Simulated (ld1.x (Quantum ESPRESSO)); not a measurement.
## erbium (Er), RRKJ: configuration errors across variants

erbium (Er), norm-conserving RRKJ (Kleinman–Bylander form), made with ld1.x (Quantum ESPRESSO) 7.5 (PBEsol, scalar-relativistic). Core [Kr] 4d10, reference 4f12 5s2 5p6 5d0 6s2 6p0. Waves: 5p (bound): rc 1.65 bohr; 5d (bound, empty): rc 2.95 bohr; 4f (bound): rc 0.85 bohr; 5s (bound): rc 1.25 bohr. Local part: the s channel. Core correction: none.

Occupied shells without a wave of their own: 6s. They enter only through the test configuration that unscreens the potential.

All-electron excitation energies from the reference (eV): (1) 4f12 5s2 5p6 5d0 6s1 6p0 6.395; (2) 4f12 5s2 5p6 5d0 6s0 6p0 18.234; (3) 4f11 5s2 5p6 5d0 6s0 6p0 44.489; (4) 4f12 5s2 5p6 5d0 6s1 6p1 2.815; (5) 4f12 5s2 5p6 5d0 6s1.5 6p0 2.547; (6) 4f11 5s2 5p6 5d0 6s2 6p0 10.461.

For the base: The 6s level has no wave, so the channel is fitted at the deeper level alone: the likely source of the large errors.

On the changes marked as counting shells twice: ld1.x takes every shell without a wave as core, so the model core holds the marked electrons as well and exchange and correlation see them twice. This cancels in the reference configuration, but the file is broken for other ones, and its errors say nothing about a proper core correction.

Tests that are not counted but printed errors over 1 eV. “base”: 4f13 5s2 5p6 5d0 6s0 6p0 (solver errors, printed error -5093 eV). “core correction a·sin(br)/r model core inside 0.34 bohr (6s counted twice)”: 4f13 5s2 5p6 5d0 6s0 6p0 (pseudo-atom not self-consistent, printed error -5040 eV). “core correction a·sin(br)/r model core inside 0.40 bohr (6s counted twice)”: 4f13 5s2 5p6 5d0 6s0 6p0 (pseudo-atom not self-consistent, printed error -5030 eV). “core correction a·sin(br)/r model core inside 0.50 bohr (6s counted twice)”: 4f13 5s2 5p6 5d0 6s0 6p0 (pseudo-atom not self-consistent, printed error -5039 eV). “core correction a·sin(br)/r model core inside 0.58 bohr (6s counted twice)”: 4f13 5s2 5p6 5d0 6s0 6p0 (pseudo-atom not self-consistent, printed error -5043 eV).

Errors AE − PS in meV (a dash: test not solved or not reliable):

| change | (1) | (2) | (3) | (4) | (5) | (6) | bound ghosts |
| --- | --- | --- | --- | --- | --- | --- | --- |
| base | -49 | -132 | -324 | -35 | -21 | -95 | none |
| core correction a·sin(br)/r model core inside 0.34 bohr (6s counted twice) | -204 | -878 | -1240 | -76 | -56 | -162 | none |
| core correction a·sin(br)/r model core inside 0.40 bohr (6s counted twice) | -204 | -878 | -1240 | -76 | -56 | -162 | none |
| core correction a·sin(br)/r model core inside 0.50 bohr (6s counted twice) | -204 | -878 | -1240 | -76 | -56 | -162 | none |
| core correction a·sin(br)/r model core inside 0.58 bohr (6s counted twice) | -204 | -878 | -1240 | -76 | -56 | -162 | none |
| core correction a·sin(br)/r model core inside 0.68 bohr (6s counted twice) | -204 | -878 | -1239 | -76 | -56 | -161 | none |
| core correction a·sin(br)/r model core inside 0.78 bohr (6s counted twice) | -204 | -878 | -1237 | -76 | -56 | -158 | none |
| core correction a·sin(br)/r model core inside 0.84 bohr (6s counted twice) | -204 | -878 | -1235 | -76 | -56 | -156 | none |
| core correction a·sin(br)/r model core inside 1.02 bohr (6s counted twice) | -204 | -878 | -1230 | -76 | -56 | -150 | none |

Task: Give the same row for: core correction a·sin(br)/r model core inside 0.94 bohr (6s counted twice).

Result: -204, -878, -1232, -76, -56, -152; bound ghosts: none. Not counted: 4f13 5s2 5p6 5d0 6s0 6p0 (pseudo-atom not self-consistent, printed error -5103 eV). ld1.x takes every shell without a wave as core, so the model core holds the 6s electrons as well and exchange and correlation see them twice. This cancels in the reference configuration, but the file is broken for other ones, and its errors say nothing about a proper core correction.
